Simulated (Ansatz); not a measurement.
Relaxation of ClFH₂O₂Si (7 atoms, charge 0, multiplicity 1), to a largest force component of 0.015 eV/Å in at most 40 steps.

These are results of RKS PBE/6-31G* (Ansatz), not measurements.

```xyz
7
Properties=species:S:1:pos:R:3
O -0.801 -0.264 1.349
Si 0.030 0.081 -0.014
O 0.867 -1.223 -0.513
F 1.093 1.318 0.252
Cl -1.271 0.523 -1.520
H -1.342 0.561 1.669
H 0.681 -2.059 -0.018
```

Where does it end, and by what steps?

It converged. After 16 steps the energy has fallen by 0.193 eV; H6 moved furthest, 0.24 Å.

```csv
step,energy less start (eV),largest force component (eV/Å),accepted
0,0.0000,1.885,yes
1,-0.1492,0.995,yes
2,-0.1739,0.439,yes
3,-0.1804,0.239,yes
4,-0.1845,0.079,yes
5,-0.1854,0.162,yes
6,-0.1867,0.033,yes
7,-0.1872,0.088,yes
8,-0.1879,0.106,yes
9,-0.1884,0.247,yes
10,-0.1921,0.091,yes
11,-0.1927,0.052,yes
12,-0.1927,0.045,yes
13,-0.1927,0.033,yes
14,-0.1926,0.089,no
15,-0.1927,0.013,no
16,-0.1927,0.014,yes
```

```xyz
7
Properties=species:S:1:pos:R:3
O -0.697 -0.163 1.438
Si 0.087 0.099 0.009
O 0.969 -1.235 -0.370
F 1.120 1.325 0.083
Cl -1.294 0.597 -1.449
H -1.488 0.391 1.583
H 0.560 -2.076 -0.089
```

Whether the end is a true minimum wasn't checked by a vibrational analysis.

Time of the run: 58 s on 1 CPU thread of a shared host.
